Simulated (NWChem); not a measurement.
WNH2SOF; SMILES [F][W](=[NH])([SH])=[O]

```xyz
7

W     -0.0272    -0.2143     0.0189
O     -0.9092    -0.5897     1.4202
N     -0.9845    -0.5746    -1.3937
H     -1.8513    -0.9254    -1.7941
F      1.5725    -1.1869    -0.0613
S      0.2308     2.1197     0.0403
H      0.1876     2.2901    -1.3003
```
Atoms are numbered in this order, from 1.

Computed with NWChem. All runs use the structure optimised with PBE0/def2-SVP. No frequency run checked for a minimum. def2 effective core potentials on W; no spin-orbit coupling.

Question: Predict the results for N12/def2-SVP. Quantities: highest occupied level (eV); orbital gap (eV); dipole (D).

Answer: 
```json
{
 "highest occupied level (eV)": "-6.79",
 "orbital gap (eV)": "4.06",
 "dipole (D)": "2.59"
}
```
